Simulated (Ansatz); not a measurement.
One change: `N=C=[CH][GaH2]` becomes `N=C=CCF`.

Ansatz, PBE0-D4/def2-TZVP geometries, multiplicity 1. Each molecule was computed in one conformer, which needn't be the lowest.

Scalar relativity is left out up to krypton.

```csv
property,`N=C=[CH][GaH2]`
HOMO energy (PBE/def2-TZVPP) / eV,-6.03
HOMO–LUMO gap (ωB97M-V/def2-TZVPP) / eV,9.45
LUMO energy (B3LYP/def2-TZVPP) / eV,-1.77
size of the dipole moment (PBE/def2-TZVPP) / D,1.44
LUMO energy (PBE/def2-TZVPP) / eV,-2.28
HOMO energy (B3LYP/def2-TZVPP) / eV,-6.92
```

Task: Give the same properties after the change, and the shifts. (Best estimate.)

Result: The calculation gave: 
```tsv
property	`N=C=CCF`	shift
HOMO energy (PBE/def2-TZVPP) / eV	-5.58	0.45
HOMO–LUMO gap (ωB97M-V/def2-TZVPP) / eV	10.87	1.42
LUMO energy (B3LYP/def2-TZVPP) / eV	-0.55	1.22
size of the dipole moment (PBE/def2-TZVPP) / D	2.06	0.62
LUMO energy (PBE/def2-TZVPP) / eV	-1.38	0.90
HOMO energy (B3LYP/def2-TZVPP) / eV	-6.59	0.33
```

With PBE0 the HOMO rises by 0.35 eV and the LUMO rises by 1.23 eV, so the gap widens by about 0.88 eV. PBE moves the HOMO by 0.45 eV and ωB97M-V by 0.28 eV. The zero-point energy changes by 46.7 kJ/mol with +3 modes. Dipoles are sizes alone; their direction can turn.

B3LYP here is the variant with VWN-RPA as its local correlation; programs differ in this.
